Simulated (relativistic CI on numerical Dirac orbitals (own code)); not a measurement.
**Hyperfine structure of W¹⁸⁺, mass number 183**

Computed by Dirac-Coulomb-Breit CI, KLI orbitals optimised for each configuration, model QED, unscaled Slater integrals (own radial code, finite nucleus).

CI space (outside the closed core [Ar] 3d10): 4s²4p⁶4d¹⁰4f¹⁰, 4s²4p⁶4d¹⁰4f⁹5s, 4s²4p⁶4d⁹4f¹¹, 4s²4p⁶4d¹⁰4f⁹6s, 4s²4p⁵4d¹⁰4f¹¹, 4s4p⁶4d¹⁰4f¹¹, 4s²4p⁶4d¹⁰4f⁸5s², 4s²4p⁶4d¹⁰4f⁷5s²6s, 4p⁶4d¹⁰4f¹², 4p⁶4d⁹4f¹³, 4p⁵4d¹⁰4f¹³. Double excitations out of closed p, d and f shells are left out; levels of such configurations are missing from the list, as are those of other unlisted configurations, and high levels can miss mixing partners.

Nuclear spin I = 1/2, μ = 0.11739 μN (tables of Stone and Pyykkö). The electronic factors are computed for point nuclear moments, without core polarisation or the Bohr-Weisskopf and QED corrections.

```json
{"Level": "4s²4p⁶4d¹⁰4f¹⁰ ⁵I8", "E (cm⁻¹)": "0.0", "A (MHz)": "393.2"}
{"Level": "4s²4p⁶4d¹⁰4f¹⁰ ⁵I7", "E (cm⁻¹)": "14933.9", "A (MHz)": "431.1"}
{"Level": "4s²4p⁶4d¹⁰4f¹⁰ ⁵I6", "E (cm⁻¹)": "23795.4", "A (MHz)": "464.5"}
{"Level": "4s²4p⁶4d¹⁰4f¹⁰ ⁵I5", "E (cm⁻¹)": "28425.4", "A (MHz)": "477.6"}
{"Level": "4s²4p⁶4d¹⁰4f¹⁰ ⁵I4", "E (cm⁻¹)": "35112.4", "A (MHz)": "671"}
{"Level": "4s²4p⁶4d¹⁰4f¹⁰ ³K8", "E (cm⁻¹)": "41338.6", "A (MHz)": "449.4"}
{"Level": "4s²4p⁶4d¹⁰4f¹⁰ ⁵F4", "E (cm⁻¹)": "42585.2", "A (MHz)": "360.9"}
{"Level": "4s²4p⁶4d¹⁰4f¹⁰ ⁵F3", "E (cm⁻¹)": "48215.3", "A (MHz)": "368.5"}
```

Levels with J = 0, under 50 % of one LS term, or S terms without an open s electron are left out. Small factors come from cancelling terms and can be off by tens of per cent or more.

At this charge transitions that keep the count of f electrons are usually good to a few per cent. Terms inside the open d or f shell come out 10 to 20 % too wide with unscaled integrals. Levels that differ in their count of f electrons can be misplaced by several ten thousand cm⁻¹, since the correlation energy of f electrons is missing or only estimated; rates across such gaps can be off by orders of magnitude.

Task: Give the hyperfine levels of 4s²4p⁶4d¹⁰4f¹⁰ ⁵I8 relative to its centre of gravity.

Result: With K = F(F + 1) − I(I + 1) − J(J + 1), E = AK/2: F = 15/2: -1769, F = 17/2: 1573 MHz.

LS names give the leading component of a level, which can be under half, so a name can repeat, a term be missing and a line seem to break the LS rules.
